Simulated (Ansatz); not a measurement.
`C[Si](O)(O)O` + `COCN` → `C[SiH](O)O` + `COC(N)O`  (formal exchange of groups at the Si–O bond)

Program: Ansatz. Geometries: PBE0-D4/def2-TZVP. ΔE: electronic, gas phase. CCSD(T)/CBS adds triple-zeta CCSD(T) − MP2 to the extrapolated MP2 energy (def2 sets, frozen cores). This one scheme is used for every species. DFT in def2-TZVPP. One conformer a species, not always the lowest.

`C[Si](O)(O)O`:

Z-matrix (Å, degrees):
```
C
Si 1 1.847
H 1 1.092 2 110.3
H 1 1.092 2 110.9 3 120.0
H 1 1.093 2 111.2 3 -119.5
O 2 1.639 1 113.1 3 -57.4
O 2 1.647 1 112.4 3 -174.5
O 2 1.637 1 105.6 3 62.1
H 6 0.958 2 116.0 1 -107.2
H 7 0.958 2 117.9 1 -59.1
H 8 0.959 2 116.8 1 -166.6
```

`COCN`:

Cartesian coordinates in Å:
```
C 0.428 -0.941 -1.012
O 0.052 0.406 -0.957
C -0.683 0.742 0.206
N 0.031 0.747 1.442
H -0.442 -1.606 -0.916
H 0.893 -1.112 -1.983
H 1.155 -1.205 -0.232
H -1.061 1.747 0.011
H -1.536 0.057 0.306
H 0.847 1.343 1.399
H 0.315 -0.177 1.736
```

`C[SiH](O)O`:

Cartesian coordinates in Å:
```
C -1.175 -0.355 -0.578
Si 0.417 -0.190 0.355
O 1.565 0.089 -0.792
O 0.370 1.002 1.490
H -1.383 0.548 -1.159
H -1.126 -1.194 -1.275
H -2.010 -0.523 0.105
H 0.750 -1.398 1.150
H 2.475 0.140 -0.498
H 0.117 1.880 1.200
```

`COC(N)O`:

Cartesian coordinates in Å:
```
C -0.231 1.618 0.657
O -0.725 0.334 0.352
C 0.169 -0.455 -0.364
N -0.418 -1.696 -0.737
O 1.285 -0.686 0.452
H 0.100 2.139 -0.252
H 0.604 1.571 1.361
H -1.053 2.178 1.104
H 0.470 0.084 -1.281
H -1.149 -1.554 -1.422
H -0.829 -2.128 0.084
H 1.777 -1.405 0.045
```

```tsv
level	ΔE (kcal/mol)
PBE-D4	34.4
CCSD/def2-TZVPP	36.5
```

Question: What does CCSD(T)/CBS give? (Best estimate.)

Answer: Computed: +37.0 kcal/mol. The listed levels differ from it by -2.6, -0.5 kcal/mol.

Largest T1 diagnostic among the species: 0.011.

From PBE to PBE0 (25 % exact exchange), in def2-TZVPP and without D4, ΔE moves by +0.9 kcal/mol.
